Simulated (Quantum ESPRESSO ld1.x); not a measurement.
Task: Species: Ta IV. Configuration: [Xe] 4f14 5d2. Calculated with ld1.x of Quantum ESPRESSO 7.5: Dirac Kohn-Sham, PBEsol, spin-unpolarised, spherical densities, point nucleus; open shells fill j = l - 1/2 first.

Spin-orbit splittings of the eigenvalues, e(l+1/2) - e(l-1/2), with zeta = 2 splitting/(2l+1) and mean radii in bohr:

shell  occ.  splitting (eV)  zeta (eV)  <r> j=l-1/2  <r> j=l+1/2
2p        6            1270      846.4      0.06488      0.07272
3p        6           273.3      182.2       0.1943       0.2089
3d       10           59.54      23.82       0.1830       0.1875
4p        6               ?          ?       0.4645       0.4977
4d       10           11.57      4.629       0.5166       0.5281
4f       14           1.986     0.5676       0.6322       0.6428
5p        6           8.944      5.963        1.210        1.309
5d        2          0.8245     0.3298        1.814        1.860
5f        0         0.01905   0.005442        4.478        4.493
6p        0           1.344     0.8962        3.118        3.311
6d        0          0.1660    0.06640        4.607        4.671

Estimate the 4p splitting.

Result: 63.01 eV (zeta = 42.01 eV).
